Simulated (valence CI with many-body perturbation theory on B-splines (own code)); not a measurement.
# Forbidden lines of Ta67+

Level of theory: valence CI with perturbative core correlation (CI+MBPT): four valence electrons over a frozen Dirac-Fock core [He], a basis of 11 s, 11 p, 9 d, 7 f, 5 g, 2 h, 1 i functions for each j, with the one-electron correlation potential Σ1, the two-electron term Σ2, the three-electron term Σ3, Breit, model QED; selected CI, second order for the rest (own B-spline code, finite nucleus).

The last digits are not significant, and no measured levels were compared; by estimate large intervals hold to a few tenths of a per cent, small ones and those within an open d or f shell to about a per cent. Among the levels kept, up to 270 cm⁻¹ of a level comes from second order outside the variational space, and about a tenth of that is noise between levels of different J, which matters for small intervals.

Lines 1 to 50 of 56 in falling wavelength, among levels below 12412 eV, chosen from the decays that carry over 1 % of a level's rate. Wavelengths and rates use the calculated energies. Electric multipoles are in the length gauge, E1 and E2 with the static RPA response of the core. S is in atomic units (e²a₀⁴ for E2 and M2, e²a₀⁶ for E3), for M1 in squared Bohr magnetons. Weak lines are less certain than strong ones. Lines between different terms over intervals too small for the method are left out, as are lines whose strength nearly cancels. The highest levels of a list are the least certain.

Levels are named by their leading jj configuration (3d3/2^4 stands for four electrons in 3d with j = 3/2), which in mixed levels can hold well under half, so a name can repeat and another be missing. Letters in brackets count levels of one name in rising energy.

```
λ vac (nm)                           Upper                       Lower  Type   A (s⁻¹)  S (a.u.)
    0.9357          (2s^2 2p1/2 2p3/2) J=1          (2s^2 2p1/2^2) J=0    M1  1.43e+10  1.30e+00
    0.9231          (2s^2 2p1/2 2p3/2) J=2          (2s^2 2p1/2^2) J=0    E2  7.10e+07  2.12e-05
    0.9196              (2s^2 2p3/2^2) J=2      (2s^2 2p1/2 2p3/2) J=2    M1  1.12e+10  1.62e+00
    0.9188          (2s^2 2p3/2 3d5/2) J=4      (2s^2 2p1/2 3d5/2) J=3    M1  1.09e+10  2.83e+00
    0.9073              (2s^2 2p3/2^2) J=2      (2s^2 2p1/2 2p3/2) J=1    M1  1.12e+10  1.55e+00
    0.8681              (2s^2 2p3/2^2) J=0      (2s^2 2p1/2 2p3/2) J=1    M1  2.48e+10  6.02e-01
    0.1408          (2s^2 2p3/2 3p1/2) J=2          (2s^2 2p3/2^2) J=0    E2  5.10e+11  1.26e-05
    0.1405          (2s^2 2p1/2 3p1/2) J=1      (2s^2 2p1/2 2p3/2) J=2    E2  1.36e+12  1.99e-05
    0.1405          (2s^2 2p1/2 3p1/2) J=1      (2s^2 2p1/2 2p3/2) J=2    M1  4.08e+10  1.26e-02
    0.1405          (2s 2p1/2^2 3p1/2) J=0      (2s 2p1/2^2 2p3/2) J=2    E2  2.68e+12  1.31e-05
    0.1402          (2s^2 2p1/2 3p1/2) J=1      (2s^2 2p1/2 2p3/2) J=1    E2  1.35e+12  1.96e-05
    0.1399          (2s^2 2p3/2 3p1/2) J=1          (2s^2 2p3/2^2) J=2    E2  1.38e+12  1.97e-05
    0.1399          (2s^2 2p3/2 3p1/2) J=2          (2s^2 2p3/2^2) J=2    E2  1.89e+12  4.50e-05
    0.1398          (2s^2 2p1/2 3p1/2) J=0      (2s^2 2p1/2 2p3/2) J=2    E2  2.66e+12  1.27e-05
    0.1368          (2s^2 2p3/2 3d5/2) J=4  (2s 2p1/2 2p3/2^2) J=2 [b]    E2  5.08e+09  1.96e-07
    0.1360      (2s 2p1/2 2p3/2 3p3/2) J=4  (2s 2p1/2 2p3/2^2) J=2 [b]    E2  9.53e+10  3.57e-06
    0.1356          (2s 2p1/2^2 3p3/2) J=2      (2s 2p1/2^2 2p3/2) J=1    E2  3.45e+11  7.05e-06
    0.1354          (2s^2 2p3/2 3d5/2) J=4      (2s 2p1/2 2p3/2^2) J=3    E2  3.51e+10  1.29e-06
    0.1347      (2s 2p1/2 2p3/2 3p3/2) J=4      (2s 2p1/2 2p3/2^2) J=3    E2  8.12e+11  2.89e-05
    0.1346  (2s 2p1/2 2p3/2 3p3/2) J=0 [b]  (2s 2p1/2 2p3/2^2) J=2 [b]    E2  1.47e+12  5.82e-06
    0.1346          (2s^2 2p3/2 3p3/2) J=2          (2s^2 2p3/2^2) J=0    E2  5.45e+11  1.07e-05
    0.1345  (2s 2p1/2 2p3/2 3p3/2) J=1 [d]  (2s 2p1/2 2p3/2^2) J=2 [b]    E2  8.42e+11  9.92e-06
    0.1343  (2s 2p1/2 2p3/2 3p3/2) J=1 [d]  (2s 2p1/2 2p3/2^2) J=1 [a]    E2  7.38e+11  8.66e-06
    0.1343          (2s 2p1/2^2 3p3/2) J=2      (2s 2p1/2^2 2p3/2) J=2    E2  9.20e+11  1.79e-05
    0.1342          (2s^2 2p1/2 3p3/2) J=2      (2s^2 2p1/2 2p3/2) J=2    E2  9.30e+11  1.81e-05
    0.1342          (2s^2 2p1/2 3p3/2) J=1      (2s^2 2p1/2 2p3/2) J=2    E2  6.73e+11  7.85e-06
    0.1341          (2s^2 2p3/2 3p3/2) J=3          (2s^2 2p3/2^2) J=2    E2  1.05e+12  2.86e-05
    0.1341          (2s^2 2p3/2 3p3/2) J=1          (2s^2 2p3/2^2) J=2    E2  1.06e+12  1.23e-05
    0.1340      (2s 2p1/2 2p3/2 3p3/2) J=4  (2s 2p1/2 2p3/2^2) J=2 [a]    E2  5.25e+10  1.82e-06
    0.1340          (2s^2 2p1/2 3p3/2) J=2      (2s^2 2p1/2 2p3/2) J=1    E2  4.07e+11  7.84e-06
    0.1340          (2s^2 2p1/2 3p3/2) J=1      (2s^2 2p1/2 2p3/2) J=1    E2  6.69e+11  7.72e-06
    0.1333          (2s^2 2p3/2 3p3/2) J=0          (2s^2 2p3/2^2) J=2    E2  2.73e+12  1.03e-05
    0.1331  (2s 2p1/2 2p3/2 3p3/2) J=1 [d]      (2s 2p1/2 2p3/2^2) J=3    E2  4.85e+11  5.44e-06
    0.1327  (2s 2p1/2 2p3/2 3p3/2) J=0 [b]  (2s 2p1/2 2p3/2^2) J=2 [a]    E2  3.67e+11  1.34e-06
    0.1321      (2s 2p1/2 2p3/2 3d5/2) J=5      (2s 2p1/2 2p3/2^2) J=3    M2  7.08e+10  2.80e-06
    0.1321      (2s 2p1/2 2p3/2 3d5/2) J=5      (2s 2p1/2 2p3/2^2) J=3    E3  3.92e+09  9.63e-07
    0.1316          (2s^2 2p3/2 3d5/2) J=4          (2s^2 2p3/2^2) J=2    M2  6.71e+10  2.13e-06
    0.1316          (2s^2 2p3/2 3d5/2) J=4          (2s^2 2p3/2^2) J=2    E3  4.96e+09  9.69e-07
    0.1175      (2s 2p1/2 2p3/2 3p3/2) J=4      (2s 2p1/2^2 2p3/2) J=2    E2  1.46e+12  2.64e-05
    0.1173  (2s 2p1/2 2p3/2 3p3/2) J=1 [d]      (2s 2p1/2^2 2p3/2) J=1    E2  7.92e+11  4.72e-06
    0.1172          (2s^2 2p1/2 3p3/2) J=2          (2s^2 2p1/2^2) J=0    E2  1.32e+12  1.30e-05
    0.1171          (2s^2 2p3/2 3p3/2) J=3      (2s^2 2p1/2 2p3/2) J=2    E2  6.79e+11  9.33e-06
    0.1171          (2s^2 2p3/2 3p3/2) J=1      (2s^2 2p1/2 2p3/2) J=2    E2  1.42e+12  8.35e-06
    0.1169          (2s^2 2p3/2 3p3/2) J=3      (2s^2 2p1/2 2p3/2) J=1    E2  9.86e+11  1.34e-05
    0.1168          (2s^2 2p3/2 3p3/2) J=1      (2s^2 2p1/2 2p3/2) J=1    E2  1.64e+11  9.56e-07
    0.1167          (2s^2 2p3/2 3p3/2) J=2      (2s^2 2p1/2 2p3/2) J=2    E2  1.15e+12  1.11e-05
    0.1165          (2s^2 2p3/2 3p3/2) J=2      (2s^2 2p1/2 2p3/2) J=1    E2  4.98e+11  4.77e-06
    0.1164          (2s^2 2p3/2 3p3/2) J=0      (2s^2 2p1/2 2p3/2) J=2    E2  1.62e+12  3.09e-06
    0.1156      (2s 2p1/2 2p3/2 3d5/2) J=5      (2s 2p1/2^2 2p3/2) J=2    E3  1.04e+10  1.01e-06
    0.1151          (2s^2 2p3/2 3d5/2) J=4      (2s^2 2p1/2 2p3/2) J=2    M2  4.14e+10  6.72e-07
```
